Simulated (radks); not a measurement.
Values are calculated unless marked as measured or tabulated.
Q: The mean radii <r> (bohr) of the occupied orbitals of an atom or ion are listed with their occupations. Level of theory: Dirac Kohn-Sham, exchange-only B88, spin-unpolarised, spherical densities, finite nucleus; Fermi nuclear charge, rms radius of each element as measured or else 0.836 A^(1/3) + 0.57 fm (a radial shooting solver on a logarithmic mesh with Libxc functionals).

orbital  occ.      <r>
1s1/2       2  0.02905
2s1/2       2   0.1251
2p1/2       2   0.1058
2p3/2       4   0.1112
3s1/2       2   0.3392
3p1/2       2   0.3299
3p3/2       4   0.3412
3d3/2       4   0.3125
3d5/2       6   0.3161
4s1/2       2   0.8185
4p1/2       2   0.8656
4p3/2       4   0.8955
4d3/2       4    1.091
4d5/2       6    1.105
5s1/2       2    2.324
5p1/2       1    2.881

Name the element and its charge. Open shells, if any, fill j = l - 1/2 first.

A: Z = 50, tin, charge +1: Sn+ in [Kr] 4d10 5s2 5p1. The 1s radius gives Z: for a bare nucleus <r> = (2 gamma + 1)/(2Z) with gamma = sqrt(1 - (Z/c)^2), 0.02862 bohr for Z = 50, and screening makes it slightly larger (0.02905 here). The occupations add up to 49, and the charge is Z minus that.
